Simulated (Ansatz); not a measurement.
A nudged elastic band was laid between two geometries of CH7NSi2 (11 atoms, charge 0, multiplicity 1).

Level of theory: Ansatz, UKS B3LYP-D4/def2-SVP.

| Item | Value |
| --- | --- |
| movable images | 5 |
| climbing image | yes |
| spring | 5.0 eV/Å² |
| optimiser | quadratic models (default) |
| start path | through a guess of the saddle point |
| force threshold | 0.03 eV/Å |
| iteration limit | 60 |
| end points | relaxed |

Initial state:

```xyz
11
Properties=species:S:1:pos:R:3
C -0.624 1.436 -0.340
N -0.085 0.127 -0.038
Si 0.187 -0.925 1.335
Si 0.743 -1.196 -0.832
H -1.010 1.477 -1.372
H -1.461 1.684 0.334
H 0.134 2.235 -0.237
H -1.020 -1.513 1.992
H 1.135 -0.460 2.393
H -0.039 -1.990 -1.827
H 2.106 -0.932 -1.388
```

Final state:

```xyz
11
Properties=species:S:1:pos:R:3
C -0.618 1.190 -0.076
N -0.531 -0.253 0.185
Si 0.464 -1.038 1.784
Si 0.844 -1.332 -0.500
H -1.027 1.393 -1.080
H -1.252 1.684 0.678
H 0.388 1.627 -0.014
H -1.451 -0.689 0.109
H 1.442 0.140 1.695
H 0.179 -2.355 -1.366
H 1.627 -0.424 -1.394
```

(1) What changes between the two ends?

(2) Give the energies along the band, and the barrier.

(3) What is the geometry of the highest image?

(4) What are the harmonic wavenumbers there?

## Answers

(1) Bonds broken: Si3–H8. Bonds formed: N2–H8.

(2) It converged. The highest image is number 3 of 0 to 6, 2.29 eV above the first end and 1.93 eV above the last; the last end lies 0.35 eV above the first. A vibrational analysis at the climbing image gives one clearly imaginary mode, 1246i cm⁻¹: a first-order saddle point. The orbitals stay closed-shell, which can raise the energy where a bond breaks towards radicals; this wasn't checked here.

| image | path coordinate (Å) | energy (eV) | Si3–H8 (Å) | N2–H8 (Å) |
| --- | --- | --- | --- | --- |
| 0 | 0.00 | 0.00 | 1.49 | 2.77 |
| 1 | 0.71 | 0.15 | 1.48 | 2.66 |
| 2 | 1.42 | 1.11 | 1.46 | 2.17 |
| 3 | 2.14 | 2.29 | 1.57 | 1.56 |
| 4 | 2.68 | 1.22 | 1.98 | 1.06 |
| 5 | 3.22 | 0.56 | 2.34 | 1.01 |
| 6 | 3.76 | 0.35 | 2.57 | 1.02 |

(3) 
```xyz
11
Properties=species:S:1:pos:R:3:forces:R:3
C -0.644 1.262 -0.209 0.01 0.00 0.00
N -0.601 -0.188 -0.214 0.00 -0.01 0.00
Si 0.341 -1.238 1.546 -0.01 0.00 -0.02
Si 0.666 -1.229 -0.754 -0.01 0.00 0.01
H -1.068 1.607 -1.170 0.00 0.00 0.00
H -1.311 1.629 0.589 0.00 0.00 0.00
H 0.340 1.751 -0.074 0.00 0.00 0.00
H -1.083 -0.699 1.178 0.01 0.00 0.00
H 1.236 -0.084 1.967 0.00 0.00 0.00
H 0.275 -2.334 -1.665 0.00 0.00 0.00
H 1.914 -0.533 -1.173 0.00 0.00 0.00
```

(4) 1246i, 182, 201, 204, 325, 418, 451, 600, 605, 673, 680, 722, 946, 956, 1099, 1144, 1196, 1428, 1454, 1478, 1949, 2076, 2228, 2253, 2976, 3049, 3075 cm⁻¹.

Time of the run: 4 min on 2 threads of Arm Neoverse V1 (shared host), peak memory 0.28 GiB.
